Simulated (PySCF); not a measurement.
# Radial density of I(40+) (iodine, charge +40)

B97-3, [Ne] 3s2 3p1, 2P determinant. Calculation: PySCF 2.14, in an even-tempered Gaussian basis (18 s from 6.9 bohr⁻², ratio 2.5; 12 p from 9 bohr⁻², ratio 2.5; 4 d from 37 bohr⁻², ratio 2.7; 4 f from 55 bohr⁻², ratio 2.7); the spin-free X2C one-electron Hamiltonian (Gaussian nucleus).

| r (bohr) | 4πr²ρ (e/bohr) | 4πr²(ρα − ρβ) |
| --- | --- | --- |
| 0.0218 | 67.16 | 0.3526 |
| 0.0367 | 55.48 | 1.1040 |
| 0.0617 | 70.67 | 1.7403 |
| 0.104 | 70.21 | 0.2896 |
| 0.174 | 22.60 | 1.9457 |
| 0.293 | 13.66 | 4.1657 |
| 0.493 | 1.200 | 0.3873 |
| 0.830 | 0.003253 | 0.0007 |

Densities and radii are taken from the X2C orbitals without a picture-change correction, which distorts them close to the nucleus.

Spin-orbit coupling, absent here, splits the open shell strongly.
